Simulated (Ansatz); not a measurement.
Isomers of Rb8⁻ (doublet), relaxed with PBE/def2-SVPD; total energies from Ansatz at RPA@PBE/def2-TZVPD.

```
isomer                                          description  energy (Eh)
     A  point group not assigned; 17 × Rb–Rb 4.66 to 5.16 Å   -191.53119
     B  point group not assigned; 18 × Rb–Rb 4.68 to 5.02 Å   -191.53291
     C  point group not assigned; 17 × Rb–Rb 4.62 to 5.24 Å   -191.53188
```

In the def2 sets Rb takes a core potential; there is no spin–orbit coupling. Correlated methods freeze no core orbitals; core or outer-core shells of Rb are correlated, in sets that lack core-valence functions.

The isomers come from a short search, and lower ones may exist.

Task: Work out the relative energies (1 Eh = 2625.5 kJ/mol) and the Boltzmann populations at 800 K from electronic energies alone (R = 8.314 J/mol/K).

Result: ΔE: A 4.5, B 0.0, C 2.7 kJ/mol. RT = 6.65 kJ/mol. Factors exp(−ΔE/RT): A 0.508, B 1, C 0.666; sum 2.174. Populations: A 23.4 %, B 46.0 %, C 30.6 %. Zero-point energy, vibrational entropy and symmetry numbers are left out and can shift these; an error of 4 kJ/mol changes a ratio by a factor of 1.8. Over the other density-functional and correlated levels in def2 sets, the gap between B and C ranges from 0 to 3 kJ/mol.
